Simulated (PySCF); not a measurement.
C₂H₉OPSi.
Structure used (PBE0-D3(BJ)/def2-SVP), in Å, numbered top down from 1:
```
atom  x, y, z in Å
C1     1.722   -1.491    0.162
O2     0.358   -1.256   -0.035
Si3   -0.391    0.203    0.266
C4    -2.167    0.031   -0.266
P5     0.621    1.821   -0.970
H6     1.931   -2.557   -0.018
H7     2.045   -1.252    1.193
H8     2.348   -0.903   -0.536
H9    -0.293    0.513    1.730
H10   -2.633   -0.825    0.247
H11   -2.740    0.937   -0.016
H12   -2.235   -0.138   -1.351
H13   -0.238    2.836   -0.443
H14    1.644    2.074   -0.004
```

Theory: PBE0-D3(BJ)/def2-SVP geometry optimisation, gas phase (PySCF 2.14.0).

Take the most abundant isotopes and a rigid rotor. The values belong to one conformer with, in the numbering `[CH3:1][O:2][Si@H:3]([CH3:4])[PH2:5]`, C1–O2–Si3–C4 176°, O2–Si3–P5–H -179° and -86°.

Task: What are A, B and C (GHz)?

Result: Ia = 159.39, Ib = 209.53, Ic = 336.59 u·Å²; 505379 MHz·u·Å²/I gives 3171, 2412 and 1501 MHz, that is A = 3.1707, B = 2.4120, C = 1.5015 GHz.

Task: Classify the top.

Result: An asymmetric top. Ray's parameter κ = (2B − A − C)/(A − C) = 0.091; −1 is the prolate and +1 the oblate limit.

Task: Is it planar, by Δ = Ic − Ia − Ib?

Result: Not planar: Δ = Ic − Ia − Ib = -32.33 u·Å². For a rigid frame Δ = −2 Σ m c², so Σ m c² = 16.16 u·Å² lies off the ab plane: 8.39 from hydrogen and 7.78 from heavier atoms. The atom farthest from that plane is 1.90 Å away.

Task: Give the other two planar moments, Paa and Pbb, and the rms extents of the mass along the axes.

Result: Paa = Σ m a² = (Ib + Ic − Ia)/2 = 193.36 and Pbb = Σ m b² = (Ia + Ic − Ib)/2 = 143.22 u·Å². With the mass M = 108.02 u, the rms extents √(P/M) along a, b and c are 1.34, 1.15, 0.39 Å.

Task: Where do the levels up to J = 5 lie, in MHz?

Result: Above 0(0,0):
J = 1: 1(0,1) 3913, 1(1,1) 4672, 1(1,0) 5583
J = 2: 2(0,2) 11273, 2(1,2) 11589, 2(1,1) 14320, 2(2,1) 16596, 2(2,0) 17064
J = 3: 3(0,3) 21627, 3(1,3) 21718, 3(1,2) 27006, 3(2,2) 28337, 3(2,1) 30190, 3(3,1) 34652, 3(3,0) 34827
J = 4: 4(0,4) 34912, 4(1,4) 34933, 4(1,3) 43041, 4(2,3) 43603, 4(2,2) 47772, 4(3,2) 50924, 4(3,1) 51921, 4(4,1) 58947, 4(4,0) 59001
J = 5: 5(0,5) 51170, 5(1,5) 51175, 5(1,4) 61978, 5(2,4) 62156, 5(2,3) 69269, 5(3,3) 71049, 5(3,2) 73888, 5(4,2) 79528, 5(4,1) 79947, 5(5,1) 89544, 5(5,0) 89559
Those of J = 1 are B + C, A + C and A + B.

Task: Which types of transition are allowed, and where do some lines up to J = 5 fall?

Result: The dipole components are |μa| = 0.18 D, |μb| = 0.11 D, |μc| = 0.96 D. The squared components, which scale the intensities, stand as 0.04 : 0.01 : 1.00 (a : b : c). Some lines, for components of 0.1 D or more:

```tsv
type	branch	J(Ka,Kc)	MHz	lower level (cm⁻¹)
a	Q	3(2,1) ← 3(2,2)	1853	0.945
a	Q	2(1,1) ← 2(1,2)	2732	0.387
b	Q	2(2,1) ← 2(1,2)	5008	0.387
c	Q	5(4,2) ← 5(3,2)	5640	2.465
a	R	2(1,2) ← 1(1,1)	6916	0.156
b	Q	4(4,0) ← 4(3,1)	7080	1.732
b	Q	4(3,2) ← 4(2,3)	7321	1.454
b	Q	4(1,3) ← 4(0,4)	8130	1.165
b	R	4(2,2) ← 3(3,1)	13120	1.156
a	R	3(2,1) ← 2(2,0)	13127	0.569
a	R	4(0,4) ← 3(0,3)	13284	0.721
c	R	3(2,1) ← 2(1,1)	15870	0.478
b	R	4(2,3) ← 3(1,2)	16596	0.901
b	R	3(3,0) ← 2(2,1)	18231	0.554
c	R	4(3,1) ← 3(2,1)	21731	1.007
c	R	5(5,1) ← 4(4,1)	30597	1.966
```

Task: Estimate the classical rotational partition function at 25 K, 50 K and 100 K.

Result: Point group C1, symmetry number σ = 1; q = (√π/σ)·√((kT/h)³/(ABC)), k/h = 20836.6 MHz/K: 6220 at 25 K, 17600 at 50 K, 49700 at 100 K.

Not checked by PBE0-D3(BJ)/def2-SVP frequencies. Constants of a rigid frame at the computed geometry: no zero-point averaging, no centrifugal distortion. A rigid rotor knows nothing of internal rotation, which can split or shift real lines.
